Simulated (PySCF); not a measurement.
Method: PBE0-D3(BJ)/def2-TZVP (PySCF). All species are isolated molecules in the gas phase. 

Reference species (SMILES): `[SiH]=C` (neutral, multiplicity 2).

- dipole moment: 0.63 D

Changed species: `[BH2]` (radical fragment; the reference has radical fragment).

Q: What does the change do to the dipole moment?

A: the dipole moment drops by 0.13 D, to 0.50 D.
